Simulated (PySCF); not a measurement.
C2H4I, charge +2, doublet, at a GFN2-xTB geometry of the parent state (a state made from the parent by changing its charge; the spin is typed, not shown lowest) (core potentials on I); PySCF with DF-HF/def2-TZVP.

Input for PySCF:
```python
from pyscf import gto, scf

mol = gto.M(
    atom='''
C    -2.394361    0.280555    0.618294
C    -1.044859    0.872309    0.612528
I     0.562676   -0.174549   -0.186146
H    -3.017663    0.802578    1.344775
H    -2.888038    0.370817   -0.358207
H    -2.362735   -0.778850    0.868952
H    -0.918050    1.939375    0.625264
''',
    basis='def2-tzvp',
    ecp={'I': 'def2-tzvp'},
    charge=2,
    spin=1,
    verbose=5,
)

mf = scf.UHF(mol)
mf = mf.density_fit(auxbasis='def2-universal-jkfit')
mf.kernel()
mf.analyze()
```

It wrote (shortened):

```
PySCF version 2.14.0

[INPUT] verbose = 5
[INPUT] max_memory = 4000
[INPUT] num. atoms = 7
[INPUT] num. electrons = 39
[INPUT] charge = 2
[INPUT] spin (= nelec alpha-beta = 2S) = 1
[INPUT] symmetry False subgroup None
[INPUT] Mole.unit = angstrom
[INPUT] Symbol           X                Y                Z      unit          X                Y                Z       unit  Magmom
[...]
[INPUT] ---------------- BASIS SET ----------------
[INPUT] l, kappa, [nprim/nctr], expnt,             c_1 c_2 ...
[INPUT] C
[...]
                                2035.233368       0.0017232738252
                                463.22562359      0.0089255715314
                                131.20019598      0.035727984502
                                42.853015891      0.11076259931
                                15.584185766      0.24295627626
[...]
                                2.5764896527      0.23744968655
[...]
                                7.9582622826      0.035864109092
                                2.3780826883      0.14215873329
                                0.81433208183     0.34270471845
[...]
[INPUT] I
[...]
                                898.54238765      0.0015474041742
                                200.37237912      0.0042836684457
                                31.41805384       -0.039417936275
                                15.645987838      0.96086691992
[...]
                                6.4614458287      0.42495501835
[...]
                                20.061411349      0.066168450008
                                9.7631460485      -0.28554662348
[...]
                                3.6199503008      0.38914432482
                                2.023227309       0.65610817262
                                1.0367490559      0.31803551647
[...]
                                33.404240134      0.006837767577
                                17.805918203      -0.010308158997
                                4.8990510353      0.22670457658
                                2.4516753106      0.44180113937
                                1.1820693432      0.36775472225
[...]
[INPUT] H
[...]
                                5.1235746         0.045021094
                                1.1646626         0.20189726
[...]
nuclear repulsion = 111.954798727685
number of shells = 54
number of NR pGTOs = 219
number of NR cGTOs = 136
basis = def2-tzvp
ecp = {'I': 'def2-tzvp'}

******** <class 'pyscf.df.df_jk.DFUHF'> ********
method = DFUHF
[...]
converged SCF energy = -373.871571212471  <S^2> = 0.76371271  2S+1 = 2.013666
Total Energy =                        -373.871571212471167
[...]
spin_pop of  2 I 5pz       0.00074
spin_pop of  2 I 6px       0.00122
spin_pop of  2 I 6py       0.28234
spin_pop of  2 I 6pz       0.60124
spin_pop of  2 I 7px       0.02913
spin_pop of  2 I 7py       0.00926
spin_pop of  2 I 7pz       0.01502
spin_pop of  2 I 8px       0.00158
spin_pop of  2 I 8py       0.00075
spin_pop of  2 I 8pz       0.00143
spin_pop of  2 I 4dxy     -0.00413
spin_pop of  2 I 4dyz     -0.00244
spin_pop of  2 I 4dz^2    -0.00245
spin_pop of  2 I 4dxz     -0.00550
spin_pop of  2 I 4dx2-y2    0.00070
spin_pop of  2 I 5dxy      0.00206
spin_pop of  2 I 5dyz      0.00124
spin_pop of  2 I 5dz^2     0.00122
spin_pop of  2 I 5dxz      0.00278
spin_pop of  2 I 5dx2-y2   -0.00330
spin_pop of  2 I 6dxy      0.00238
spin_pop of  2 I 6dyz      0.00197
spin_pop of  2 I 6dz^2     0.00141
spin_pop of  2 I 6dxz      0.00354
spin_pop of  2 I 6dx2-y2   -0.00008
spin_pop of  2 I 4f-3     -0.00001
spin_pop of  2 I 4f-2      0.00001
spin_pop of  2 I 4f-1      0.00007
spin_pop of  2 I 4f+0      0.00006
spin_pop of  2 I 4f+1      0.00003
spin_pop of  2 I 4f+2      0.00000
spin_pop of  2 I 4f+3      0.00020
spin_pop of  2 I 5f-3      0.00075
spin_pop of  2 I 5f-2      0.00048
spin_pop of  2 I 5f-1      0.00008
spin_pop of  2 I 5f+0      0.00000
spin_pop of  2 I 5f+1      0.00001
spin_pop of  2 I 5f+2      0.00014
spin_pop of  2 I 5f+3      0.00102
spin_pop of  3 H 1s        0.00133
spin_pop of  3 H 2s        0.00001
spin_pop of  3 H 3s        0.00001
spin_pop of  3 H 2px       0.00004
spin_pop of  3 H 2py       0.00000
spin_pop of  3 H 2pz       0.00003
spin_pop of  4 H 1s       -0.00149
spin_pop of  4 H 2s       -0.00001
spin_pop of  4 H 3s        0.00009
spin_pop of  4 H 2px       0.00001
spin_pop of  4 H 2py       0.00000
spin_pop of  4 H 2pz      -0.00000
spin_pop of  5 H 1s       -0.00121
spin_pop of  5 H 2s        0.00172
spin_pop of  5 H 3s        0.00014
spin_pop of  5 H 2px       0.00000
spin_pop of  5 H 2py       0.00002
spin_pop of  5 H 2pz       0.00000
spin_pop of  6 H 1s        0.00694
spin_pop of  6 H 2s        0.00203
spin_pop of  6 H 3s        0.00031
spin_pop of  6 H 2px       0.00003
spin_pop of  6 H 2py       0.00066
spin_pop of  6 H 2pz       0.00001

WARN: Weak orthogonality for localized orbitals 3.640748676864721e-09

In total            20.00000 | 19.00000

WARN: System has nonzero charge 2; the dipole moment is origin-dependent.
Location of origin: [0. 0. 0.]

Dipole moment(X, Y, Z, Debye): -4.68513,  2.52551,  1.63106
```
